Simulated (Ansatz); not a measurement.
Consider the substitution at a C–N bond: `NCN[SiH3]` + `C[SeH]` → `C[Se]CN` + `N[SiH3]`.

Isolated molecules relaxed with PBE0-D4/def2-TZVP in Ansatz; ΔE leaves out vibrations. CBS: MP2 limit from def2 TZ/QZ plus the TZ coupled-cluster correction, frozen cores. This one scheme is used for every species. Functionals use def2-TZVPP. B3LYP here is the variant with VWN-RPA as its local correlation; programs differ in this. For Se outer-core shells are correlated without core-valence functions, which leaves a few kJ/mol of doubt a bond. Scalar relativity is left out up to krypton. Each species was taken in one conformer, which may not be the lowest.

```tsv
species	B3LYP-D4 energy (Eh)
`NCN[SiH3]`	-442.03683
`C[SeH]`	-2442.12271
`C[Se]CN`	-2536.83401
`N[SiH3]`	-347.33620
```

Question: Work out ΔE.

Answer: ΔE = (-2536.83401) + (-347.33620) − (-442.03683) − (-2442.12271) = -0.01067 Eh = -28.0 kJ/mol. CCSD(T)/CBS gives -29.5 kJ/mol.

Largest T1 diagnostic among the species: 0.010.

In def2-TZVPP, CCSD(T) changes the Hartree–Fock value by −13.4 kJ/mol (the triples alone add −3.0 kJ/mol) and MP2 by −19.6 kJ/mol. From PBE to PBE0 (25 % exact exchange), in def2-TZVPP and without D4, ΔE moves by +4.3 kJ/mol.
